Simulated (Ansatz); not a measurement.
`CC[CH2][SnH3]` + `BC=C` → `B[C](=C)[SnH3]` + `CCC`  (formal exchange of groups at the Sn–C bond)

Computed with Ansatz on PBE0-D4/def2-TZVP structures; ΔE is electronic, products minus reactants. CCSD(T)/CBS adds triple-zeta CCSD(T) − MP2 to the extrapolated MP2 energy (def2 sets, frozen cores). DFT in def2-TZVPP. def2 core potentials past Kr. For Sn outer-core shells are correlated without core-valence functions, which leaves a few kJ/mol of doubt a bond. One conformer a species, not always the lowest.

| level | ΔE (kJ/mol) |
| --- | --- |
| ωB97M-V | -5.1 |
| HF/def2-TZVPP | -6.7 |

(1) What does CCSD(T)/CBS give? (An estimate is asked.)

Largest T1 diagnostic among the species: 0.013.

Results:

(1) The calculation gave: -5.0 kJ/mol. The listed levels differ from it by -0.1, -1.7 kJ/mol.
